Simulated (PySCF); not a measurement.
Shapes and spin states of Sn2Se

These are results of PySCF, PBE0, basis Se def2-SVP, Sn def2-SVP with ECP28 (scalar-relativistic core potentials, no spin–orbit coupling, density fitting), not measurements.

Relaxations began from a few typed shapes and spin states; open shells are unrestricted. The search is not exhaustive: other isomers or separated fragments can lie lower, and high-lying points may rest on an excited occupation.

(1) Which is the lowest minimum found?
A. singlet C2v: Se–Sn 2.574 Å (×2), Sn–Sn 2.925 Å; Se–Sn–Sn 55.4° (×2), Sn–Se–Sn 69.3°
B. singlet (closed shell, unstable to spin polarisation) D∞h: Se–Sn 2.483 Å (×2); Sn–Se–Sn 180.0°
C. singlet (closed shell, unstable to spin polarisation) C2v: Se–Sn 2.499 Å (×2); Sn–Se–Sn 138.8°
D. triplet D∞h: Se–Sn 2.488 Å (×2); Sn–Se–Sn 180.0°
E. triplet C2v: Se–Sn 2.619 Å (×2), Sn–Sn 2.863 Å; Se–Sn–Sn 56.9° (×2), Sn–Se–Sn 66.3°
F. triplet C2v: Se–Sn 2.555 Å (×2), Sn–Sn 3.397 Å; Se–Sn–Sn 48.3° (×2), Sn–Se–Sn 83.4°

Answers

(1) A. The others lie at 63.3 (triplet C2v), 93.3 (triplet C2v, a saddle point), 130.3 (triplet D∞h), 194.0 (singlet C2v), 196.9 (singlet D∞h, a saddle point) kJ/mol above it.

The electron or spin density has lower symmetry than the nuclear frame for the singlet (closed shell, unstable to spin polarisation) D∞h at 196.9 kJ/mol.
